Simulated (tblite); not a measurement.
Record of a relaxation.

Compound: C4H8AlClO.
Numbering: `[CH2:1]=[CH:2][Al:3]([Cl:4])[O:5][CH2:6][CH3:7]` (hydrogens: H8, H9 on C1; H10 on C2; H11, H12 on C6; H13, H14, H15 on C7)

Computed with GFN2-xTB (tblite), gas phase: L-BFGS steps from a force-field or distance-geometry start until the largest atomic force falls under 0.01 eV/Å. 8 of its 119 geometries are shown.

Step 0: E = -608.0217 eV, largest atomic force 3.122 eV/Å
```
atom  x, y, z in Å  |  force x, y, z in eV/Å
C1      3.583    0.414    0.554   -1.071   0.943  -1.155
C2      2.521    0.751   -0.229    0.877  -1.539   1.780
Al3     0.960   -0.454   -0.183   -1.932   0.689  -2.158
Cl4     0.956   -2.066   -1.729    0.057   1.020   1.562
O5     -0.688    0.404    0.007    2.796  -1.361  -0.282
C6     -1.706   -0.527   -0.273   -0.487  -0.077   0.949
C7     -3.013    0.240   -0.108   -0.140   0.401   0.124
H8      4.430    1.097    0.521    0.161  -0.511   0.366
H9      3.571   -0.478    1.182    0.259   0.470  -0.242
H10     2.526    1.625   -0.833    0.159   0.483  -0.223
H11    -1.614   -1.313    0.531   -0.535   0.081  -0.790
H12    -1.610   -0.982   -1.266   -0.038   0.021   0.091
H13    -2.960    0.661    0.938   -0.533  -0.269  -1.247
H14    -3.874   -0.420   -0.273    0.209   0.218   0.377
H15    -3.085    1.056   -0.873    0.218  -0.569   0.849
```

Step 17: E = -609.3174 eV, largest atomic force 0.269 eV/Å
```
atom  x, y, z in Å  |  force x, y, z in eV/Å
C1      3.630    0.470    0.535   -0.101  -0.028   0.037
C2      2.603    0.829   -0.228   -0.130   0.022  -0.021
Al3     1.017   -0.308   -0.555   -0.108  -0.173  -0.126
Cl4     1.103   -2.108   -1.553    0.231   0.070   0.031
O5     -0.561    0.015   -0.106   -0.268  -0.010  -0.014
C6     -1.825   -0.630   -0.234   -0.108   0.011  -0.038
C7     -3.033    0.295   -0.074    0.076  -0.081  -0.008
H8      4.500    1.094    0.639    0.229   0.129   0.044
H9      3.644   -0.439    1.105    0.011  -0.208   0.052
H10     2.715    1.784   -0.733   -0.129   0.095  -0.081
H11    -1.879   -1.426    0.521   -0.016   0.083  -0.102
H12    -1.885   -1.087   -1.234    0.025  -0.051   0.185
H13    -3.076    0.741    0.915    0.144   0.063   0.035
H14    -3.934   -0.304   -0.210    0.080   0.052  -0.027
H15    -3.023    1.083   -0.823    0.065   0.024   0.032
```

Step 34: E = -609.5584 eV, largest atomic force 0.223 eV/Å
```
atom  x, y, z in Å  |  force x, y, z in eV/Å
C1      3.475    0.478    0.485   -0.052   0.045  -0.068
C2      2.392    0.908   -0.155   -0.127   0.058   0.001
Al3     1.028   -0.446   -0.657    0.026  -0.044   0.048
Cl4     2.000   -2.051   -1.476   -0.146  -0.123  -0.043
O5     -0.608   -0.455   -0.428   -0.022   0.082  -0.023
C6     -1.971   -0.772   -0.252   -0.034  -0.108   0.043
C7     -2.895    0.429   -0.051    0.175  -0.034  -0.056
H8      4.332    1.113    0.639    0.142   0.100   0.140
H9      3.556   -0.523    0.872    0.045  -0.089  -0.024
H10     2.410    1.939   -0.494   -0.108   0.077   0.002
H11    -2.040   -1.418    0.625   -0.075  -0.124   0.089
H12    -2.298   -1.345   -1.126   -0.040   0.036  -0.045
H13    -2.735    0.882    0.923    0.103   0.077  -0.041
H14    -3.933    0.105   -0.108    0.098  -0.048  -0.014
H15    -2.717    1.164   -0.830    0.014   0.094  -0.008
```

Step 51: E = -609.7852 eV, largest atomic force 0.289 eV/Å
```
atom  x, y, z in Å  |  force x, y, z in eV/Å
C1      3.241    0.617    0.400    0.092  -0.079  -0.158
C2      2.018    0.889   -0.051    0.012   0.056   0.125
Al3     1.027   -0.708   -0.692    0.022   0.074   0.105
Cl4     2.055   -2.303   -1.421    0.043  -0.046  -0.038
O5     -0.596   -0.872   -0.493   -0.018  -0.058   0.042
C6     -1.972   -0.881   -0.262   -0.061   0.095  -0.003
C7     -2.493    0.538   -0.091   -0.035   0.130  -0.003
H8      3.908    1.358    0.830   -0.097  -0.078  -0.016
H9      3.644   -0.389    0.299    0.033   0.279   0.068
H10     1.635    1.908    0.061    0.039  -0.255  -0.031
H11    -2.184   -1.456    0.649    0.056  -0.044  -0.070
H12    -2.450   -1.376   -1.115   -0.127   0.025   0.024
H13    -2.006    1.000    0.766    0.005   0.003  -0.018
H14    -3.569    0.557    0.064    0.004  -0.115   0.008
H15    -2.261    1.125   -0.976    0.033   0.013  -0.034
```

Step 67: E = -609.8544 eV, largest atomic force 0.156 eV/Å
```
atom  x, y, z in Å  |  force x, y, z in eV/Å
C1      3.176    0.738    0.334    0.022   0.150  -0.037
C2      1.867    0.702    0.102    0.084  -0.033   0.086
Al3     1.007   -0.917   -0.641   -0.071  -0.054  -0.041
Cl4     2.104   -2.434   -1.431   -0.019  -0.005  -0.004
O5     -0.635   -1.069   -0.545    0.049   0.023   0.079
C6     -1.991   -0.869   -0.276   -0.012  -0.100  -0.040
C7     -2.311    0.607   -0.116   -0.002  -0.044  -0.071
H8      3.670    1.577    0.813   -0.044  -0.007  -0.028
H9      3.833   -0.059    0.023   -0.020  -0.074   0.004
H10     1.263    1.545    0.430    0.004   0.005   0.015
H11    -2.259   -1.413    0.637    0.045  -0.010   0.001
H12    -2.579   -1.276   -1.105   -0.013  -0.091  -0.063
H13    -1.690    1.030    0.668   -0.040   0.054   0.061
H14    -3.362    0.728    0.124   -0.008   0.072   0.064
H15    -2.097    1.117   -1.050    0.027   0.115  -0.027
```

Step 84: E = -609.8686 eV, largest atomic force 0.080 eV/Å
```
atom  x, y, z in Å  |  force x, y, z in eV/Å
C1      3.224    0.758    0.311   -0.040   0.038  -0.040
C2      1.908    0.661    0.150    0.058  -0.011   0.054
Al3     1.020   -0.944   -0.595    0.013  -0.034  -0.012
Cl4     2.045   -2.472   -1.462   -0.006   0.015   0.024
O5     -0.621   -1.039   -0.475   -0.004   0.022  -0.028
C6     -1.994   -0.864   -0.287   -0.033   0.011   0.018
C7     -2.349    0.608   -0.119   -0.008   0.021  -0.009
H8      3.698    1.634    0.737    0.005  -0.029   0.006
H9      3.893   -0.034    0.006   -0.002  -0.001  -0.015
H10     1.291    1.492    0.485   -0.009   0.019  -0.002
H11    -2.298   -1.422    0.606   -0.001  -0.009   0.012
H12    -2.527   -1.279   -1.152    0.015   0.009   0.005
H13    -1.782    1.036    0.706   -0.017  -0.047   0.011
H14    -3.412    0.716    0.080    0.006  -0.007   0.007
H15    -2.101    1.157   -1.024    0.024   0.002  -0.031
```

Step 101: E = -609.8759 eV, largest atomic force 0.032 eV/Å
```
atom  x, y, z in Å  |  force x, y, z in eV/Å
C1      3.252    0.772    0.241   -0.029  -0.001  -0.013
C2      1.929    0.655    0.217    0.029   0.001   0.010
Al3     1.021   -0.938   -0.533   -0.003  -0.001   0.005
Cl4     2.053   -2.476   -1.372   -0.001   0.006   0.003
O5     -0.623   -1.015   -0.446    0.002  -0.005   0.002
C6     -2.004   -0.862   -0.301   -0.007  -0.002  -0.005
C7     -2.381    0.603   -0.119    0.009   0.001  -0.006
H8      3.761    1.632    0.659   -0.006  -0.012  -0.008
H9      3.892    0.003   -0.167   -0.001   0.009   0.007
H10     1.331    1.460    0.642    0.007   0.006   0.001
H11    -2.330   -1.445    0.569   -0.011   0.011   0.002
H12    -2.499   -1.264   -1.192    0.003  -0.003  -0.011
H13    -1.918    0.996    0.783    0.006  -0.002  -0.003
H14    -3.460    0.707   -0.042    0.003  -0.012   0.007
H15    -2.026    1.179   -0.971   -0.002   0.004   0.008
```

Step 118: E = -609.8767 eV, largest atomic force 0.007 eV/Å
```
atom  x, y, z in Å  |  force x, y, z in eV/Å
C1      3.244    0.781    0.221    0.005   0.002   0.002
C2      1.922    0.651    0.243   -0.003  -0.002  -0.002
Al3     1.017   -0.944   -0.505    0.000  -0.001   0.002
Cl4     2.061   -2.473   -1.346   -0.001   0.001   0.004
O5     -0.627   -1.033   -0.431    0.002   0.004  -0.004
C6     -2.009   -0.865   -0.310   -0.003   0.000  -0.002
C7     -2.371    0.602   -0.120    0.000  -0.001   0.000
H8      3.760    1.642    0.627   -0.002   0.003  -0.002
H9      3.877    0.019   -0.211    0.005  -0.005  -0.001
H10     1.334    1.450    0.690   -0.003   0.004   0.001
H11    -2.360   -1.449    0.549    0.000  -0.001  -0.001
H12    -2.491   -1.254   -1.215   -0.004  -0.001  -0.003
H13    -1.905    0.983    0.785    0.003   0.001   0.003
H14    -3.449    0.716   -0.044   -0.003  -0.003   0.004
H15    -2.009    1.182   -0.967    0.003   0.002   0.000
```

**Question.** Summarise the path.

**Answer.** The energy falls by 1.8550 eV from step 0 to step 118; nine tenths of that is first reached at step 45. It falls at every step. The largest force goes from 3.122 to 0.007 eV/Å. Among the bonds Al3–O5 changes most, from 1.867 to 1.648 Å; the atoms move by 1.096 Å rms after alignment.

**Question.** Follow the three bonds and two angles with the largest change from start to end.

**Answer.** 
| step | E above end (eV) | largest force (eV/Å) | Al3–O5 (Å) | Al3–Cl4 (Å) | C7–H13 (Å) | Al3–O5–C6 (°) | C2–C1–H8 (°) |
| --- | --- | --- | --- | --- | --- | --- | --- |
| 0 | 1.8550 | 3.122 | 1.867 | 2.233 | 1.129 | 108.3 | 115.7 |
| 5 | 0.8271 | 0.639 | 1.680 | 2.014 | 1.087 | 116.8 | 123.2 |
| 10 | 0.6683 | 0.465 | 1.678 | 2.046 | 1.087 | 123.2 | 120.7 |
| 15 | 0.5846 | 0.283 | 1.681 | 2.061 | 1.086 | 132.0 | 122.5 |
| 21 | 0.5130 | 0.434 | 1.674 | 2.045 | 1.088 | 144.8 | 121.8 |
| 26 | 0.4315 | 0.413 | 1.662 | 2.053 | 1.086 | 152.9 | 125.2 |
| 31 | 0.3442 | 0.305 | 1.661 | 2.051 | 1.086 | 162.1 | 122.2 |
| 36 | 0.2996 | 0.278 | 1.648 | 2.048 | 1.091 | 167.9 | 122.0 |
| 41 | 0.2495 | 0.293 | 1.651 | 2.045 | 1.083 | 171.7 | 124.7 |
| 46 | 0.1585 | 0.351 | 1.643 | 2.041 | 1.092 | 178.1 | 126.6 |
| 51 | 0.0914 | 0.289 | 1.643 | 2.033 | 1.088 | 174.1 | 124.0 |
| 56 | 0.0689 | 0.170 | 1.644 | 2.036 | 1.087 | 171.1 | 123.1 |
| 62 | 0.0365 | 0.195 | 1.647 | 2.025 | 1.088 | 164.6 | 123.3 |
| 67 | 0.0222 | 0.156 | 1.652 | 2.032 | 1.086 | 164.4 | 123.1 |
| 72 | 0.0129 | 0.154 | 1.649 | 2.032 | 1.088 | 166.2 | 123.1 |
| 77 | 0.0115 | 0.049 | 1.649 | 2.031 | 1.087 | 166.1 | 122.9 |
| 82 | 0.0096 | 0.101 | 1.648 | 2.032 | 1.088 | 167.7 | 122.5 |
| 87 | 0.0070 | 0.043 | 1.649 | 2.033 | 1.087 | 169.8 | 122.7 |
| 92 | 0.0056 | 0.061 | 1.649 | 2.035 | 1.088 | 170.1 | 122.6 |
| 97 | 0.0014 | 0.049 | 1.649 | 2.034 | 1.087 | 171.1 | 123.2 |
| 103 | 0.0006 | 0.015 | 1.648 | 2.034 | 1.088 | 170.3 | 122.9 |
| 108 | 0.0005 | 0.015 | 1.648 | 2.033 | 1.087 | 170.3 | 122.8 |
| 113 | 0.0002 | 0.015 | 1.648 | 2.034 | 1.087 | 169.9 | 123.0 |
| 118 | 0.0000 | 0.007 | 1.648 | 2.034 | 1.087 | 169.7 | 123.0 |

What follows is the cost of the whole relaxation. Time: 0.92 s. Hardware: one thread, Arm Neoverse V1 (aarch64), no GPU, shared host.
